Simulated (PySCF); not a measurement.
Species: C6H5F5.
SMILES with atom numbers: `[CH2:1]=[CH:2][C:3](=[CH2:4])[C:5]([F:6])([F:7])[C:8]([F:9])([F:10])[F:11]` (hydrogens: H12, H13 on C1; H14 on C2; H15, H16 on C4)

Cartesian coordinates in Å at the GFN2-xTB level; atoms count from 1:
```
atom  x, y, z in Å
C1     1.4930   -1.3549   -0.9632
C2     1.4536   -0.0836   -0.5808
C3     0.2887    0.7218   -0.2415
C4     0.3970    2.0084    0.0930
C5    -1.0878    0.0909   -0.2147
F6    -1.3275   -0.7512   -1.2474
F7    -2.0686    1.0269   -0.2867
C8    -1.3245   -0.6827    1.1151
F9    -2.5655   -1.1512    1.2112
F10   -0.4939   -1.7179    1.2483
F11   -1.1165    0.1271    2.1578
H12    2.4378   -1.8212   -1.1831
H13    0.6244   -1.9779   -1.0775
H14    2.3778    0.4729   -0.4994
H15   -0.4544    2.6127    0.3507
H16    1.3589    2.4889    0.1068
```

Theory: PBE0/pcSseg-1 in PySCF (dipole) on a GFN2-xTB geometry, gas phase.

Take the most abundant isotopes and a rigid rotor. The values belong to one conformer with, in the numbering `[CH2:1]=[CH:2][C:3](=[CH2:4])[C:5]([F:6])([F:7])[C:8]([F:9])([F:10])[F:11]`, C1–C2–C3–C4 -178°, C2–C3–C5–F6 -42°.

Task: What are A, B and C (MHz)?

Result: Ia = 345.86, Ib = 485.66, Ic = 550.89 u·Å²; 505379 MHz·u·Å²/I gives A = 1461, B = 1041, C = 917.4 MHz.

Task: Classify the top.

Result: An asymmetric top; Ray's κ = -0.547.

Task: Is it planar, by Δ = Ic − Ia − Ib?

Result: Not planar: Δ = Ic − Ia − Ib = -280.64 u·Å². For a rigid frame Δ = −2 Σ m c², so Σ m c² = 140.32 u·Å² lies off the ab plane: 4.84 from hydrogen and 135.48 from heavier atoms. The atom farthest from that plane is 1.70 Å away.

Task: Which lines would a microwave search look for?

Result: The dipole components are |μa| = 2.11 D, |μb| = 0.33 D, |μc| = 1.06 D. Intensities carry the squares of the components, which stand as 1.00 : 0.02 : 0.25 (a : b : c). Some lines, for components of 0.1 D or more:

```
type  branch         J(Ka,Kc)    MHz  lower level (cm⁻¹)
   a       Q  4(2,2) ← 4(2,3)    307               0.717
   b       Q  3(2,1) ← 3(1,2)   1205               0.420
   b       Q  5(2,3) ← 5(1,4)   1288               1.020
   b       Q  4(1,3) ← 4(0,4)   1333               0.643
   b       Q  2(2,1) ← 2(1,2)   1631               0.206
   a       Q  5(1,4) ← 5(1,5)   1774               0.961
   c       Q  5(3,3) ← 5(2,3)   1957               1.063
   b       Q  3(3,1) ← 3(2,2)   2424               0.456
   b       Q  5(4,2) ← 5(3,3)   3338               1.128
   b       R  3(2,2) ← 2(1,1)   7136               0.218
   a       R  5(1,5) ← 4(1,4)   9405               0.647
   a       R  5(2,3) ← 4(2,2)  10063               0.727
   b       R  5(2,4) ← 4(1,3)  10623               0.687
```

Task: Estimate the classical rotational partition function at 25 K, 50 K and 500 K.

Result: Point group C1, symmetry number σ = 1; q = (√π/σ)·√((kT/h)³/(ABC)), k/h = 20836.6 MHz/K: 17800 at 25 K, 50500 at 50 K, 1600000 at 500 K.

GFN2-xTB frequencies: not computed here. Zero-point vibration and centrifugal distortion are left out.
